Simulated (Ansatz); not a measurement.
Relaxation of C2H2FNTe (7 atoms, charge 0, multiplicity 1), to a largest force component of 0.02 eV/Å in at most 50 steps.

All numbers below come from UKS revPBE-D4/def2-SVP (Ansatz 0.2.0).

```xyz
7
Properties=species:S:1:pos:R:3:forces:R:3
F -0.501 -2.035 0.634 0.55 -0.65 -0.33
C 0.262 -0.878 0.582 4.14 -6.34 -0.71
N -0.156 0.068 1.455 -2.10 4.42 -1.60
C -0.275 0.233 0.090 -2.81 4.28 2.09
Te -1.097 1.340 -1.553 0.99 0.44 0.38
H 1.364 -0.932 0.446 0.11 -1.71 0.17
H 0.466 2.136 -1.699 -0.89 -0.45 0.00
```

**Question.** Where does it end, and by what steps?

**Answer.** It converged. After 14 steps the energy has fallen by 1.436 eV; H7 moved furthest, 0.94 Å.

```tsv
step	energy less start (eV)	largest force component (eV/Å)	accepted
0	0.0000	6.336	yes
1	-0.9153	2.611	yes
2	-1.1752	0.887	yes
3	-1.2009	0.356	yes
4	-1.2701	0.639	yes
5	-1.3230	0.530	yes
6	-1.3602	0.761	yes
7	-1.3978	0.428	yes
8	-1.4244	0.167	yes
9	-1.4248	0.572	yes
10	-1.4332	0.221	yes
11	-1.4358	0.108	yes
12	-1.4362	0.030	yes
13	-1.4361	0.063	no
14	-1.4363	0.011	yes
```

```xyz
7
Properties=species:S:1:pos:R:3
F -0.163 -2.021 0.085
C 0.343 -0.846 0.575
N -0.554 -0.028 1.440
C -0.302 0.406 0.252
Te -0.856 1.977 -1.023
H 1.411 -0.959 0.841
H 0.181 1.403 -2.216
```

Whether the end is a true minimum wasn't checked by a vibrational analysis.

The run took 34 s on 2 threads of Arm Neoverse V2, on a shared host, peak memory 0.17 GiB.
